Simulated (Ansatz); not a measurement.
Calculated with Ansatz (gas phase, PBE0-D4/def2-TZVP geometries, no zero-point term in ΔE). CBS: MP2 limit from def2 TZ/QZ plus the TZ coupled-cluster correction, frozen cores. Functionals use def2-TZVPP. B3LYP here is the variant with VWN-RPA as its local correlation; programs differ in this. HSE06 is defined as in plane-wave codes. For Ga, Sc outer-core shells are correlated without core-valence functions, which leaves a few kJ/mol of doubt a bond. Scalar relativity is left out up to krypton. Each species was taken in one conformer, which may not be the lowest.

Reaction (redistribution): `[OH][Sc]([OH])[F]` + `C[O][GaH][CH3]` → `C[O][Sc]([OH])[OH]` + `[CH3][GaH][F]`

| level | ΔE (kJ/mol) | difference from CCSD(T)/CBS |
| --- | --- | --- |
| r2SCAN-D4 | 15.8 | 4.7 |
| B3LYP-D4 | 13.5 | 2.4 |
| r2SCAN0-D4 | 14.2 | 3.1 |
| HSE06-D4 | 15.1 | 4.0 |
| B2PLYP | 11.7 | 0.6 |
| r2SCAN | 15.3 | 4.2 |
| B3LYP | 9.8 | -1.3 |
| CCSD/def2-TZVPP | 13.4 | 2.3 |
| SCS-MP2/def2-QZVPP | 10.2 | -0.9 |
| HF/CBS(def2) | 5.3 | -5.8 |
| CCSD(T)/CBS | 11.1 | 0 |

Largest T1 diagnostic among the species: 0.016.

The D4 term adds +3.7 kJ/mol with B3LYP and +1.9 kJ/mol with PBE0; it sums over pairs of atoms, weighted by their polarisabilities, and B3LYP, whose exchange is more repulsive, gets the larger term. At CCSD(T), def2-SVP lies −6.6 kJ/mol from the extrapolated value and def2-TZVPP +3.4 kJ/mol.
